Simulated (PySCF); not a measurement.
Published values to compare with (the computed states carry no symmetry labels, so the two lists aren't matched line by line):

```tsv
state	E (eV)	f	kind of transition	source
A 3Π0+	4.10		Te (adiabatic, minimum to minimum, no zero-point energy)	[1]
B 3Π1	4.14		Te (adiabatic, minimum to minimum, no zero-point energy)	[1]
C 1Π	5.87		Te (adiabatic, minimum to minimum, no zero-point energy)	[1]
```

[1] measured, gas; Huber, Herzberg, Constants of Diatomic Molecules, NIST Chemistry WebBook

Compound: gallium monofluoride, GaF (singlet state).
SMILES: `[F][Ga]`

Computed with TDDFT CAM-B3LYP/def2-SVPD, vertical, gas phase, core orbitals frozen in the response in PySCF. Geometry: PBE0-D3(BJ)/def2-SVP; no solvent, vibrations or thermal averaging. The CAM-B3LYP/def2-SVPD calculation is non-relativistic and has no spin–orbit coupling, an omission that weighs most on gallium.

Computed singlets: 5.84 eV (f 0.543 summed over 2 states); 7.68 eV (f 0.414); 7.83 eV (f 0.000); 7.90 eV (f 0.005); 7.92 eV (f 0.000 summed over 2 states); 8.99 eV (f 0.332); 9.23 eV (f 0.000 summed over 2 states). Computed triplets (Tamm–Dancoff): 3.97, 3.97, 6.42 eV.

Adiabatic (Te) and 0-0 energies refer to the relaxed excited state and aren't the vertical quantity computed here.

All these states lie below the vertical ionisation energy of 10.75 eV (ΔSCF).
